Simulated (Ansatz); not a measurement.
Cost and result for the atomization energy of `[OH][In][F]` radical (4 atoms, 3 bonds).

The species carries charge 0 and has multiplicity 2. Correlated methods include outer-core shells of In, which these sets cover unevenly. In: def2 effective core potential. All single points use the PBE0-D4/def2-TZVP geometry. It is one conformer, not always the lowest. Program: Ansatz. Hardware: A = 2 threads of an AMD EPYC 7R13 on a shared host; B = 2 threads of an AMD EPYC 7R13 on a shared host and a share of an NVIDIA H100 80 GB. Times are those of one run each, without the atoms' runs, and a repeat can differ threefold. Electronic energies, without spin–orbit coupling; frozen cores. CCSD(T)/CBS adds CCSD(T) − MP2 in def2-TZVPP to the MP2 limit, and its time is that of the two runs behind it. T1 = 0.021; ⟨S²⟩ of the reference is 0.76. With those shells the extrapolation isn't a true limit. B3LYP takes the VWN-RPA correlation (the form of Gaussian; ORCA's B3LYP/G).

CCSD(T)/CBS is a level of theory with its own doubt, some kJ/mol a heavy atom from the limit and from the frozen cores, so smaller differences don't rank the functionals.

```
                                level  functions  wall time  atomization (kcal/mol)  difference from CCSD(T)/CBS  per bond
  PBE-D4/def2-TZVPP (with forces) [A]        126      1.5 s                   284.3                          7.9       2.6
               BLYP-D4/def2-TZVPP [A]        126      1.6 s                   277.8                          1.4       0.5
               PBE0-D4/def2-TZVPP [A]        126      1.8 s                   267.6                         -8.8      -2.9
              BHLYP-D4/def2-TZVPP [A]        126      1.9 s                   249.5                        -26.9      -8.9
B3LYP-D4/def2-TZVPP (with forces) [A]        126      2.1 s                   269.6                         -6.8      -2.3
          CAM-B3LYP-D4/def2-TZVPP [A]        126      2.3 s                   273.3                         -3.1      -1.0
            r2SCANh-D4/def2-TZVPP [A]        126      3.2 s                   270.7                         -5.7      -1.9
                 CCSD(T)/def2-SVP [A]         59      3.6 s                   244.8                        -31.6     -10.5
                B2PLYP/def2-TZVPP [A]        126      3.8 s                   268.9                         -7.5      -2.5
                B97M-V/def2-TZVPP [A]        126      4.5 s                   273.5                         -2.9      -1.0
               CCSD(T)/def2-TZVPP [B]        126      8.5 s                   263.7                        -12.7      -4.2
               CCSD(T)/def2-QZVPP [B]        226        9 s                   272.9                         -3.5      -1.1
                    CCSD(T)/CBS(def2)          –       18 s                   276.4                          0.0       0.0
```

From r2SCAN to r2SCAN0 (25 % exact exchange), in def2-TZVPP and without D4, the atomization energy moves by −15.1 kcal/mol: exact exchange takes away binding that semilocal exchange gives to molecules. Leaving LDA and LC-ωPBE aside and taking each functional with its dispersion term where it has one, the values spread over 34.7 kcal/mol, from BHLYP-D4 to PBE-D4. LDA lies +47.0 kcal/mol from PBE without D4, its usual overbinding. In def2-TZVPP, CCSD(T) changes the Hartree–Fock value by +95.7 kcal/mol (the triples alone add +7.7 kcal/mol) and MP2 by +108.4 kcal/mol; breaking electron pairs costs correlation energy, which Hartree–Fock lacks.

Spin–orbit coupling would lower the free In atoms strongly, and the atomization energy with them, by more than many differences here.
